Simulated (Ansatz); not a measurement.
GeH6SO, singlet: at the start structure of a reaction step.

Input (in.yaml):

```yaml
crystal:
  periodic: [false, false, false]
  atoms:
    - {symbol: Ge, position_ang: [-1.276215, -0.491173, 0.317679]}
    - {symbol: O, position_ang: [0.159909, 0.162397, 1.170240]}
    - {symbol: H, position_ang: [-0.711273, -1.591562, -0.580872]}
    - {symbol: H, position_ang: [-2.257011, -1.049966, 1.365177]}
    - {symbol: H, position_ang: [-1.946553, 0.629418, -0.494707]}
    - {symbol: H, position_ang: [1.491306, 0.760454, -0.382164]}
    - {symbol: S, position_ang: [1.963976, 0.975579, -1.627212]}
    - {symbol: H, position_ang: [-0.069868, 0.783920, 1.864415]}
    - {symbol: H, position_ang: [2.645729, -0.179169, -1.632555]}
basis:
  gaussian: {orbitals: def2-TZVPP}
hamiltonian: {xc: pbe, dispersion: d4}
```

Command:

```bash
ansatz run in.yaml --threads 4 --pin off --events-out ev --progress --plain --max-ram 9574MiB
```

What Ansatz 0.2.0 printed:

```
Functional definition: PBE
  name "PBE"
  cite "Perdew, Burke & Ernzerhof, Phys. Rev. Lett. 77, 3865 (1996) doi:10.1103/PhysRevLett.77.3865"
  parent pbe
  parameter kappa = 0.804
  parameter beta = 0.06672455060314922
  exchange = pbe_x(kappa = kappa, mu = beta*pi^2/3)
  correlation = pbe_c(beta = beta)
1147 factors; their error is unknown
mean field evaluation 1: about -69477.2629 eV, gradient 6.7e1 eV
mean field evaluation 2: about -69432.2100 eV, gradient 1.6e2 eV
mean field evaluation 4: about -69484.2072 eV, gradient 1.1e1 eV
mean field evaluation 8: about -69484.3646 eV, gradient 1.7e-1 eV
mean field evaluation 16: about -69484.3482 eV, gradient 6.8e-5 eV
mean field -69484.34818019 eV, -2553.5026974392 hartree, gradient 8.3e-5 eV, S^2 0.000000; 0 other end points of the search recorded, 0 dependent functions left out
reference -69484.34822133 eV, -2553.5026989509 hartree; 31, 31 occupied and 174, 174 virtual orbitals, 1147 factors
Total energy: -69484.48344009 eV, -2553.5076681489 hartree
```

The lines “mean field evaluation” count trial sets of orbitals through the whole run, from several starts and some on an approximate energy, so they need not fall steadily or lie above the final value.

Hardware: 4 CPU threads of an Arm Neoverse V1, shared host. Wall time about 1.7 s.
